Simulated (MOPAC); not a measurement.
MOPAC input (AM1):

```
AM1 1SCF GEO-OK AUX(PRECISION=9) THREADS=1
H5FSi2

F    -1.49074500 1    0.99274800 1    0.46511500 1
Si   -0.81030500 1   -0.37078800 1   -0.06553200 1
Si    1.51930900 1   -0.10314400 1   -0.15630000 1
H    -1.19576600 1   -1.45647200 1    0.86628000 1
H    -1.37541400 1   -0.66266500 1   -1.40382400 1
H     2.11636600 1   -1.37032800 1   -0.64665600 1
H     1.88270700 1    0.99266600 1   -1.08563500 1
H     2.06274900 1    0.19711700 1    1.18944800 1
```

From the output:

```
                                                       MOPAC v23.2.5 Linux

          FINAL HEAT OF FORMATION =        -66.48567 KCAL/MOL =    -278.17605 KJ/MOL

          COSMO AREA              =        122.16 SQUARE ANGSTROMS
          COSMO VOLUME            =        114.34 CUBIC ANGSTROMS

          IONIZATION POTENTIAL    =         10.510553 EV
          HOMO LUMO ENERGIES (EV) =        -10.511 -1.183
          NO. OF FILLED LEVELS    =         10
          MOLECULAR WEIGHT        =         80.2089         POINT GROUP:  Cs

          MOLECULAR DIMENSIONS (Angstroms)

            Atom       Atom       Distance
            H     6    F     1     4.45325
            H     4    H     7     4.05693
            H     8    H     5     3.88045

          SCF CALCULATIONS        =          1

   ATOM   CHEMICAL          X               Y               Z
  NUMBER   SYMBOL      (ANGSTROMS)     (ANGSTROMS)     (ANGSTROMS)

     1       F         -1.49074500  *   0.99274800  *   0.46511500  *
     2      Si         -0.81030500  *  -0.37078800  *  -0.06553200  *
     3      Si          1.51930900  *  -0.10314400  *  -0.15630000  *
     4       H         -1.19576600  *  -1.45647200  *   0.86628000  *
     5       H         -1.37541400  *  -0.66266500  *  -1.40382400  *
     6       H          2.11636600  *  -1.37032800  *  -0.64665600  *
     7       H          1.88270700  *   0.99266600  *  -1.08563500  *
     8       H          2.06274900  *   0.19711700  *   1.18944800  *

                             CARTESIAN COORDINATES

   1    F       -1.490745000     0.992748000     0.465115000
   2   Si       -0.810305000    -0.370788000    -0.065532000
   3   Si        1.519309000    -0.103144000    -0.156300000
   4    H       -1.195766000    -1.456472000     0.866280000
   5    H       -1.375414000    -0.662665000    -1.403824000
   6    H        2.116366000    -1.370328000    -0.646656000
   7    H        1.882707000     0.992666000    -1.085635000
   8    H        2.062749000     0.197117000     1.189448000

           Empirical Formula: H5 F Si2  =     8 atoms

      MOLECULAR POINT GROUP   :   Cs

                  EIGENVALUES
 -47.95559 -17.37998 -16.01668 -15.70922 -15.05280 -13.78038 -12.66292 -12.41693
 -11.67006 -10.51055  -1.18338   1.03780   1.10090   1.32794   1.38762   2.02428
   2.19428

              NET ATOMIC CHARGES AND DIPOLE CONTRIBUTIONS

  ATOM NO.   TYPE          CHARGE      No. of ELECS.   s-Pop       p-Pop
    1          F          -0.430385        7.4304     1.87627     5.55411
    2         Si           0.990218        3.0098     0.84021     2.16957
    3         Si           0.110790        3.8892     0.93067     2.95854
    4          H          -0.201956        1.2020     1.20196
    5          H          -0.201956        1.2020     1.20196
    6          H          -0.093927        1.0939     1.09393
    7          H          -0.086392        1.0864     1.08639
    8          H          -0.086392        1.0864     1.08639
 DIPOLE           X         Y         Z       TOTAL
 POINT-CHG.    -0.062    -1.691    -0.586     1.790
 HYBRID         0.299     0.475     0.142     0.579
 SUM            0.237    -1.216    -0.444     1.316

          ATOMIC ORBITAL ELECTRON POPULATIONS

     Atom    s        px        py        pz
    1  F   1.87627   1.88232   1.75014   1.92166
    2 Si   0.84021   0.79604   0.58851   0.78502
    3 Si   0.93067   1.10090   0.92675   0.93088
    4  H   1.20196
    5  H   1.20196
    6  H   1.09393
    7  H   1.08639
    8  H   1.08639

 **********************
 *                    *
 * JOB ENDED NORMALLY *
 *                    *
 **********************

 == MOPAC DONE ==
```

The geometry given is a B3LYP-D3(BJ)/def2-TZVP minimum.
